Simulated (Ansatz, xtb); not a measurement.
Relative energy of two isomers of CH11NSi3

Structure X is `C[SiH2][SiH2][SiH2]N`, a singlet and structure Y is `C[Si](N)([SiH3])[SiH3]`, a singlet. Both are isolated molecules in the gas phase, relaxed with r2SCAN-D4/def2-SVP; the shapes shown needn't be the lowest conformers.

X (Å):

```xyz
16

C     3.1124    0.8793   -0.3324
N    -0.3512    2.0404   -0.5790
Si    2.4250   -0.8759   -0.3593
Si    0.4993   -0.9480   -1.7035
Si   -1.1061    0.4717   -0.7439
H     2.3160    1.5812   -0.0373
H     3.9508    0.9700    0.3763
H     3.4753    1.1704   -1.3311
H     2.0345   -1.3040    1.0228
H     3.4550   -1.8456   -0.8542
H    -0.0485   -2.3362   -1.8384
H     0.8288   -0.4523   -3.0827
H    -1.4454    0.0052    0.6365
H    -2.3889    0.4394   -1.5318
H     0.0273    2.4739   -1.4179
H    -0.8254    2.7471   -0.0210
```

Y (Å):

```xyz
16

C    -0.4411    1.5528   -1.2746
N     0.1200    0.0467    1.1953
Si    0.4028    0.0404   -0.5334
Si    2.7305    0.1420   -0.8436
Si   -0.3994   -1.8943   -1.6337
H    -1.5327    1.5090   -1.1229
H    -0.0669    2.4736   -0.7986
H    -0.2580    1.6193   -2.3590
H    -0.8483    0.0341    1.5109
H     0.6575   -0.6059    1.7611
H     3.2970    1.4309   -0.3335
H     3.0669    0.0214   -2.2974
H     3.4060   -0.9820   -0.1194
H     0.2424   -3.1254   -1.0690
H    -0.1286   -1.8737   -3.1081
H    -1.8812   -2.0368   -1.4448
```

**Question.** Estimate which is lower in electronic energy at CCSD(T)/def2-SVP + ΔMP2/def2-TZVPP, and by roughly how much.

**Answer.** Too close to call at this level: CCSD(T)/def2-SVP + ΔMP2/def2-TZVPP gives E(Y) − E(X) = +0.039 eV.

The same difference at several levels:

| level | geometry | E(Y) − E(X) (eV) | departure from the last row (eV) | job, with rough time for the two |
| --- | --- | --- | --- | --- |
| GFN2-xTB | GFN2-xTB | +0.054 | +0.015 | optimisation, 0.28 s |
| HF/STO-3G | GFN2-xTB | +0.041 | +0.002 | single point, 0.52 s |
| r2SCAN-D4/def2-SVP//GFN2-xTB | GFN2-xTB | +0.044 | +0.005 | single point, 6.6 s |
| r2SCAN-D4/def2-SVP | r2SCAN-D4/def2-SVP | +0.065 | +0.026 | optimisation, 2.3 min |
| HF/def2-SVP | r2SCAN-D4/def2-SVP | +0.110 | +0.071 | part of the CCSD(T) run |
| MP2/def2-SVP | r2SCAN-D4/def2-SVP | +0.104 | +0.065 | part of the CCSD(T) run |
| CCSD(T)/def2-SVP | r2SCAN-D4/def2-SVP | +0.096 | +0.057 | single point |
| CCSD(T)/def2-SVP + ΔMP2/def2-TZVPP | r2SCAN-D4/def2-SVP | +0.039 |  | single point, 82 s |

As drawn, both hold the same kinds of bond in the same numbers.

The largest departure from CCSD(T)/def2-SVP + ΔMP2/def2-TZVPP is that of HF/def2-SVP, 0.071 eV. The last row adds to CCSD(T) the change of the MP2 difference between the two basis sets, here −0.057 eV.

With thermal terms from frequencies at re-optimised GFN2-xTB minima (ideal gas, soft modes damped towards free rotors, one conformer each, 298.15 K, 1 atm): the zero-point term adds −0.027 eV; ΔH is +0.038 and ΔG −0.021 eV.

The correlated steps freeze 17 core orbitals. Run with Ansatz 0.2.0, xtb 6.7.1; the last row on 2 threads of Arm Neoverse V2 on a shared host.
